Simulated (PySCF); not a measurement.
# Shapes and spin states of PtH₅⁻

These are results of PBE0 in PySCF with Pt def2-TZVPD with ECP60, H def2-TZVPD; scalar-relativistic core potentials, no spin–orbit coupling; density-fitted integrals, not measurements.

Relaxations began from a few typed shapes and spin states; open shells are unrestricted. The search is not exhaustive: other isomers or separated fragments can lie lower, and high-lying points may rest on an excited occupation.

| spin | group | bonds | angles | imaginary modes (cm⁻¹) | ΔE (kJ/mol) | ΔE with ZPE (kJ/mol) |
| --- | --- | --- | --- | --- | --- | --- |
| singlet | C2v | H–H 0.965 Å, Pt–H 1.595 Å, Pt–H 1.649 Å (×2), Pt–H 1.678 Å (×2) | H–H–Pt 73.3° (×2), H–Pt–H 33.4°, H–Pt–H 80.2° (×2), H–Pt–H 83.1° (×2), H–Pt–H 113.6° (×2) | none | 0.0 | 0.0 |
| singlet | C2v | H–H 0.884 Å, Pt–H 1.594 Å, Pt–H 1.660 Å (×2), Pt–H 1.701 Å (×2) | H–H–Pt 74.9° (×2), H–Pt–H 30.1°, H–Pt–H 87.8° (×2), H–Pt–H 92.1° (×4), H–Pt–H 164.9° (×2) | 471i | 18.5 | – |
| singlet | C1 | Pt–H 1.589 Å, Pt–H 1.605 Å, Pt–H 1.612 Å, Pt–H 1.645 Å, Pt–H 1.654 Å | H–Pt–H 42.7°, H–Pt–H 75.8°, H–Pt–H 79.6°, H–Pt–H 83.1°, H–Pt–H 86.3° | 565i | 18.8 | – |
| triplet | C3v | Pt–H 1.619 Å (×3), Pt–H 1.627 Å, Pt–H 1.674 Å | H–Pt–H 79.6° (×3), H–Pt–H 100.4° (×3), H–Pt–H 116.8° (×3), H–Pt–H 180.0° | none | 191.7 | 183.1 |
| triplet | D3h | Pt–H 1.620 Å (×3), Pt–H 1.651 Å (×2) | H–Pt–H 90.0° (×6), H–Pt–H 120.0° (×3), H–Pt–H 180.0° | 1 found | 193.2 | – |
| quintet | D3h | Pt–H 1.625 Å (×3), Pt–H 1.639 Å (×2) | H–Pt–H 90.0° (×6), H–Pt–H 120.0° (×3), H–Pt–H 180.0° | 2 found | 634.3 | – |

The lowest minimum found is the singlet C2v: H–H 0.965 Å, Pt–H 1.595 Å, Pt–H 1.649 Å (×2), Pt–H 1.678 Å (×2); H–H–Pt 73.3° (×2), H–Pt–H 33.4°, H–Pt–H 80.2° (×2), H–Pt–H 83.1° (×2), H–Pt–H 113.6° (×2).

For the lowest minimum: stability towards spin polarisation was not tested. The lowest empty level of this anion is unbound, so it and the gap depend on the basis. No spin–orbit coupling is included, which matters more the heavier the element.
